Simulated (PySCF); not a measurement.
SnF, SMILES [Sn+][F] (connectivity only; charge and spin as stated), charge +1, multiplicity 1. Atoms are numbered in the order given.

```xyz
2

Sn     0.0000     0.0000    -0.2879
F      0.0000     0.0000     1.5994
```
Charge +1, spin multiplicity 1.

Geometry: B3LYP-D3(BJ)/def2-TZVP. The multiplicity is an assumed one; other spin states were not compared. The def2 effective core potentials stand for the cores of Sn; spin–orbit coupling is left out.

All values below come from PBE0/def2-TZVPD (PySCF).

The molecule is in vacuum.

Estimate the frontier levels, gap, dipole moment and polarisability. (The exact figures need the calculation; the answer reports its results.)


```yaml
highest_occupied_level: -16.43 eV
lowest_empty_level: -9.31 eV
orbital_gap: 7.12 eV
dipole_moment_about_the_centre_of_nuclear_charge: 3.54 D
mean_static_polarisability: 25.8 bohr³ (3.82 Å³)
polarisability_principal_values: 23.6, 23.6, 30.1 bohr³
```
